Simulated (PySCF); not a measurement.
Compound: C9H9OP.
Atom-mapped SMILES: `[CH3:1][P@@:2]1(=[O:3])[CH:4]=[CH:5][c:6]2[cH:7][cH:8][cH:9][cH:10][c:11]21`

Cartesian coordinates in Å at the GFN2-xTB level; atoms count from 1:
```
atom  x, y, z in Å
C1    -2.5748   -0.9357    0.2776
P2    -1.5775   -0.0143   -0.9548
O3    -1.9938   -0.2519   -2.3421
C4    -1.4888    1.7076   -0.3715
C5    -0.2714    1.9810    0.1039
C6     0.6854    0.8836    0.0547
C7     2.0035    0.9136    0.4831
C8     2.7868   -0.2218    0.3379
C9     2.2687   -1.3742   -0.2310
C10    0.9467   -1.4148   -0.6568
C11    0.1666   -0.2889   -0.5111
H12   -2.2428   -0.7396    1.2923
H13   -3.6147   -0.6384    0.1543
H14   -2.4838   -1.9960    0.0485
H15   -2.3072    2.4048   -0.4299
H16    0.0298    2.9415    0.4959
H17    2.4146    1.8104    0.9238
H18    3.8152   -0.2049    0.6676
H19    2.8972   -2.2448   -0.3463
H20    0.5352   -2.3066   -1.1075
```

NICS = −σ at a ghost point: NICS(0) at the centroid of the ring atoms, NICS(1) 1 Å to either side along the normal of their mean plane, zz for the tensor component along that normal. Level: GIAO PBE0/pcSseg-1 (PySCF, non-relativistic, gas phase) on the GFN2-xTB geometry, one conformer.

Ring bond lengths (Å), with Mayer bond orders in brackets: P2–C4 1.820 (0.83), C4–C5 1.335 (1.79), C5–C6 1.457 (1.06), C6–C11 1.401 (1.35), C11–P2 1.820 (0.77); C6–C7 1.386 (1.38), C7–C8 1.387 (1.42), C8–C9 1.386 (1.45), C9–C10 1.390 (1.41), C10–C11 1.377 (1.49), C11–C6 1.401 (1.35).

Task: What do the NICS probes read (ppm)?

Result: 
```tsv
ring	type	NICS(0)	NICS(1), two faces	NICS(1)zz, two faces	rms pucker (Å)	centre to ring atoms, mean (Å)
P2–C4–C5–C6–C11	5-membered ring with P; formal bonds 1 aromatic, 1 double, 3 single	2.7	-0.2 / -1.4	6.1 / 6.0	0.01	1.33
C6–C7–C8–C9–C10–C11	6-membered carbocycle; formal bonds all aromatic	-7.5	-10.5 / -10.6	-25.8 / -25.4	0.00	1.39
```

Task: What do they say, and how far can they be read as aromaticity?

Result: 
- P2–C4–C5–C6–C11: mean NICS(1)zz 6.1 ppm, deshielded. P2 has four or more neighbours, and the NICS criterion for π rings isn't applied.
- C6–C7–C8–C9–C10–C11: mean NICS(1)zz -25.6 ppm, shielded. For a flat ring without four-coordinate atoms the NICS criterion counts such a value as aromatic, though in fused rings the probe also feels the neighbouring ring.

Task: What does the geometric index give? HOMA takes Krygowski's 1993 parameters.

Result: 
- C6–C7–C8–C9–C10–C11: HOMA 0.99 = 1 − EN − GEO, with mean bond length 1.388 Å, EN = α(Ropt − mean)² = 0.000 and GEO = α × variance = 0.013. The geometric and the magnetic index point the same way.

Task: What are the shieldings of the ring atoms and their hydrogens in the same run (means over atoms taken as equivalent)?

Result: 
```
atoms                  environment  σ isotropic (ppm)  principal values of the symmetric part, first atom (ppm)
   P2        phosphoryl phosphorus              298.8                                       195.9, 256.3, 444.2
   C4             alkene CH carbon               48.0                                        -55.2, 47.9, 151.3
   C5             alkene CH carbon               38.0                                        -75.2, 47.1, 142.2
   C6  substituted aromatic carbon               40.6                                        -52.4, 15.1, 159.2
   C7           aromatic CH carbon               56.9                                        -41.0, 40.9, 170.7
   C8           aromatic CH carbon               49.7                                        -60.8, 32.7, 177.2
   C9           aromatic CH carbon               52.6                                        -57.6, 38.1, 177.3
  C10           aromatic CH carbon               53.2                                        -54.0, 30.7, 182.7
  C11  substituted aromatic carbon               45.2                                         -41.1, 6.7, 170.0
  H15             vinylic hydrogen              25.19                                          23.4, 25.2, 27.0
  H16             vinylic hydrogen              24.47                                          22.5, 23.4, 27.5
  H17            aromatic hydrogen              24.24                                          20.7, 24.5, 27.6
  H18            aromatic hydrogen              24.05                                          20.8, 24.6, 26.7
  H19            aromatic hydrogen              24.10                                          20.8, 24.6, 27.0
```

The list is cut; further classes of hydrogen are left out.
